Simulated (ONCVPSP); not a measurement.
Transferability test, ONCV potential for lithium (Li)

* Element: Li
* Generator: ONCVPSP 4.0.1
* Type: optimised norm-conserving Vanderbilt (ONCV)
* Functional: PBE
* Relativity: scalar-relativistic
* Frozen core: none
* Valence charge: 3
* Reference configuration: 1s2 2s0.5 (charge +0.5)
* Partial waves: 1s+2s: rc 1.10 bohr, ncon 5, nbas 9, qcut 11.1 1/bohr, 3 projectors, debl 0.7 Ha; p scattering state at 0.44 Ha: rc 1.10 bohr, ncon 4, nbas 9, qcut 9.1 1/bohr, 2 projectors, debl 1 Ha
* Local potential: polynomial inside 0.95 bohr (lpopt 5, dvloc0 3 Ha)
* Core correction: none

Energies are relative to the spin-unpolarised reference configuration 1s2 2s0.5; without spin polarisation the order of configurations can differ from experiment.

Give the all-electron excitation energy and the error of the potential for: 1s2 2s1; 1s2 2s0; 1s2 2s0 2p1; 1s1 2s1.

```json
{"valence configuration": "1s2 2s1", "charge": "0", "ΔE all-electron (eV)": "-2.049", "error AE − PS (meV)": "0.0"}
{"valence configuration": "1s2 2s0", "charge": "+1", "ΔE all-electron (eV)": "3.248", "error AE − PS (meV)": "+0.1"}
{"valence configuration": "1s2 2s0 2p1", "charge": "0", "ΔE all-electron (eV)": "-0.262", "error AE − PS (meV)": "+0.1"}
{"valence configuration": "1s1 2s1", "charge": "+1", "ΔE all-electron (eV)": "66.358", "error AE − PS (meV)": "+620"}
```

Levels in the configuration 1s1 2s1:

| level | all-electron (eV) | pseudo (eV) |
| --- | --- | --- |
| 1s | -85.981 | -84.525 |
| 2s | -12.401 | -12.342 |
